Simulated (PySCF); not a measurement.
## Spin-rotation constants: `CCC(=O)c1cc(=O)c1=O`, C7H6O3

Cartesian coordinates in Å; atom numbers follow the order of the lines, from 1:
```xyz
16

C     2.7366   -0.1806    0.1240
C     1.2546   -0.5189    0.0631
C     0.3878    0.6333    0.4869
O     0.7911    1.6978    0.8861
C    -1.0686    0.3646    0.3568
C    -2.1806    1.0306    0.7722
C    -3.1213    0.0390    0.1731
O    -4.3028   -0.0981    0.1103
C    -1.8594   -0.7252   -0.3080
O    -1.6066   -1.7151   -0.9214
H     2.9545    0.6612   -0.5288
H     3.0199    0.0969    1.1362
H     3.3348   -1.0324   -0.1876
H     1.0208   -1.3704    0.7097
H     0.9577   -0.8103   -0.9484
H    -2.3261    1.9365    1.3319
```

Level of theory: GIAO KT3/pcSseg-1 magnetisability, rotational g tensor and spin-rotation constants, non-relativistic, gas phase in PySCF 2.14.0. Geometry: GFN2-xTB.

Problem. Give the nuclear spin-rotation constants along the inertial axes (H = +C I·J) beside the isotropic shieldings.

Solution. Rotational constants 3.0561, 0.8012, 0.6417 GHz. A star marks the isotopologue with that one atom substituted, in its own axes.
```csv
atom,isotope,Caa (kHz),Cbb (kHz),Ccc (kHz),mean (kHz),σ (ppm)
H11,1H,-0.270,-0.079,-0.005,-0.118,30.5
H12,1H,-0.240,-0.051,-0.032,-0.108,30.4
H13,1H,-0.231,-0.008,-0.072,-0.104,30.6
H14,1H,-0.308,-0.063,0.003,-0.123,28.8
H15,1H,-0.272,-0.024,-0.031,-0.109,28.4
H16,1H,-0.335,0.141,-0.078,-0.091,21.5
C1,13C*,0.421,0.107,0.082,0.203,174.5
C2,13C*,0.570,0.155,0.114,0.280,140.1
C3,13C*,1.710,0.332,0.149,0.730,-2.6
O4,17O*,-2.387,-0.771,-0.029,-1.062,-332.5
C5,13C*,1.908,0.327,0.126,0.787,-6.0
C6,13C*,1.312,0.483,0.105,0.633,-0.4
C7,13C*,1.333,0.395,0.191,0.640,-7.9
O8,17O*,-3.306,-0.449,-0.050,-1.268,-302.6
C9,13C*,1.484,0.342,0.193,0.673,-4.1
O10,17O*,-1.612,-0.779,-0.048,-0.813,-245.0
```
For the geometry as given, no vibrational averaging.
